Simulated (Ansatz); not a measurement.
(ZnTe)n off: PBE-D4/def2-SVP single points in Ansatz on relaxed structures, gas phase. Each cluster is the lowest isomer that a short search found in that spin, judged at the geometry's level, and lower ones may exist. Core potentials for Te, no spin–orbit coupling. Singlets are spin-restricted. The structures are stationary points that may keep the symmetry of their start. Remarks come from the PBE and PBE0 runs and from stability tests at other levels; not every state was tested. HOMO above LUMO (over both spins in singlets and doublets, within one spin in higher multiplets; at PBE or PBE0), or a gap under 0.15 eV within one spin, warns that the state may not be the lowest or that an electron is smeared out.

```csv
species,atoms,state,geometry,HOMO (eV),LUMO (eV),gap (eV),lowest of the spins relaxed,point group (within 0.1 Å),remarks
ZnTe2,3,singlet,B3LYP-D4/def2-TZVP,-4.46,-4.17,0.28,–,C2v,"triplet lower at PBE0, triplet lowest at PBE0"
Zn5Te4,9,singlet,PBE-D4/def2-SVP,-5.28,-2.71,2.57,"singlet, of singlet/triplet/quintet",–,gap within one spin near zero at PBE or PBE0 (triplet)
```

**Question.** Estimate the rows for Zn2Te (singlet, PBE-D4/def2-TZVP geometry).

**Answer.** 
```tsv
species	atoms	state	geometry	HOMO (eV)	LUMO (eV)	gap (eV)	lowest of the spins relaxed	point group (within 0.1 Å)	remarks
Zn2Te	3	singlet	PBE-D4/def2-TZVP	-4.64	-3.74	0.90	–	D∞h	triplet lower at PBE0, triplet lowest at PBE0
```

The gap (eV) runs from 0.28 (ZnTe2) to 2.57 (Zn5Te4).
